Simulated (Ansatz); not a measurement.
Computed with Ansatz on PBE0-D4/def2-TZVP structures; ΔE is electronic, products minus reactants. CCSD(T)/CBS adds triple-zeta CCSD(T) − MP2 to the extrapolated MP2 energy (def2 sets, frozen cores). This one scheme is used for every species. DFT in def2-TZVPP. HSE06 is defined as in plane-wave codes. For Ge outer-core shells are correlated without core-valence functions, which leaves a few kJ/mol of doubt a bond. Scalar relativity is left out up to krypton.

Consider the ligand exchange at a Ge–C bond: `[AlH2][CH]([AlH2])[GeH3]` + `N[SiH3]` → `[SiH3][NH][GeH3]` + `[AlH2][CH2][AlH2]`.

Q: Is it downhill or uphill in electronic energy at CCSD(T)/CBS, and by how much? (An estimate is asked.)

A: Computed: Nearly level: ΔE = -0.2 kcal/mol.

Q: What do these levels give: r2SCANh-D4, r2SCAN0-D4, HSE06-D4, revPBE, r2SCAN, BHLYP, CAM-B3LYP, RPA@PBE/def2-TZVPP, CCSD/def2-SVP, SCS-MP2/def2-TZVPP, MP2/def2-QZVPP, SCS-MP2/def2-QZVPP? (Best estimate.)

A: Computed: r2SCANh-D4 -0.8, r2SCAN0-D4 -0.8, HSE06-D4 -0.3, revPBE -1.3, r2SCAN -1.0, BHLYP -3.2, CAM-B3LYP -3.3, RPA@PBE/def2-TZVPP -1.1, CCSD/def2-SVP -2.8, SCS-MP2/def2-TZVPP -1.6, MP2/def2-QZVPP -0.2, SCS-MP2/def2-QZVPP -1.3 kcal/mol.

Largest T1 diagnostic among the species: 0.011.

The D4 term adds +0.9 kcal/mol with B3LYP and +0.5 kcal/mol with PBE0; it sums over pairs of atoms, weighted by their polarisabilities, and B3LYP, whose exchange is more repulsive, gets the larger term. At CCSD(T), def2-SVP lies −2.2 kcal/mol from the extrapolated value and def2-TZVPP −0.7 kcal/mol.

B3LYP here is the variant with VWN-RPA as its local correlation; programs differ in this.
